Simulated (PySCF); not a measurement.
**`N#C[C@H]1CO[C@H](F)OC1`, C5H6FNO2**

Molfile (atoms numbered from 1):
```
C5H6FNO2
     RDKit          3D

 15 15  0  0  0  0  0  0  0  0999 V2000
   -2.0616    0.7334   -2.0903 N   0  0  0  0  0  0  0  0  0  0  0  0
   -1.6235    0.4799   -1.0670 C   0  0  0  0  0  0  0  0  0  0  0  0
   -1.0704    0.1595    0.2313 C   0  0  1  0  0  0  0  0  0  0  0  0
   -0.4050   -1.2280    0.2084 C   0  0  0  0  0  0  0  0  0  0  0  0
    0.7723   -1.2093   -0.5889 O   0  0  0  0  0  0  0  0  0  0  0  0
    1.6527   -0.2353   -0.2297 C   0  0  2  0  0  0  0  0  0  0  0  0
    2.1650   -0.5417    1.0319 F   0  0  0  0  0  0  0  0  0  0  0  0
    1.1629    1.0344   -0.2027 O   0  0  0  0  0  0  0  0  0  0  0  0
    0.0142    1.1787    0.6230 C   0  0  0  0  0  0  0  0  0  0  0  0
   -1.8798    0.1734    0.9682 H   0  0  0  0  0  0  0  0  0  0  0  0
   -1.0499   -1.9818   -0.2456 H   0  0  0  0  0  0  0  0  0  0  0  0
   -0.1515   -1.5280    1.2337 H   0  0  0  0  0  0  0  0  0  0  0  0
    2.4967   -0.2619   -0.9291 H   0  0  0  0  0  0  0  0  0  0  0  0
   -0.3205    2.2065    0.4759 H   0  0  0  0  0  0  0  0  0  0  0  0
    0.2939    1.0281    1.6740 H   0  0  0  0  0  0  0  0  0  0  0  0
  1  2  3  0
  2  3  1  0
  3  4  1  0
  4  5  1  0
  5  6  1  0
  6  7  1  0
  6  8  1  0
  8  9  1  0
  9  3  1  0
  3 10  1  1
  4 11  1  0
  4 12  1  0
  6 13  1  6
  9 14  1  0
  9 15  1  0
M  END
```

Computed, not measured: PySCF 2.14.0, GIAO BHandHLYP/pcSseg-1 magnetisability, rotational g tensor and spin-rotation constants, non-relativistic, gas phase. Geometry: GFN2-xTB.

Q: Give the nuclear spin-rotation constants along the inertial axes (H = +C I·J) beside the isotropic shieldings.

A: Rotational constants 3.3659, 1.3001, 1.1938 GHz. A star marks the isotopologue with that one atom substituted, in its own axes.
```csv
atom,isotope,Caa (kHz),Cbb (kHz),Ccc (kHz),mean (kHz),σ (ppm)
N1,14N,0.333,0.308,0.178,0.273,-41.2
F7,19F,3.055,0.768,1.468,1.764,313.3
H10,1H,-0.357,-0.144,0.009,-0.164,29.8
H11,1H,-0.214,0.025,-0.139,-0.109,27.8
H12,1H,-0.131,-0.121,-0.027,-0.093,27.4
H13,1H,-0.242,-0.130,0.058,-0.104,25.8
H14,1H,-0.213,0.025,-0.139,-0.109,27.8
H15,1H,-0.131,-0.121,-0.027,-0.093,27.4
C2,13C*,0.626,0.589,0.329,0.515,60.5
C3,13C*,0.569,0.207,0.155,0.310,160.3
C4,13C*,0.692,0.296,0.223,0.404,124.3
O5,17O*,-0.314,-0.135,-0.176,-0.208,256.3
C6,13C*,0.926,0.372,0.344,0.547,72.4
```
For the geometry as given, no vibrational averaging.
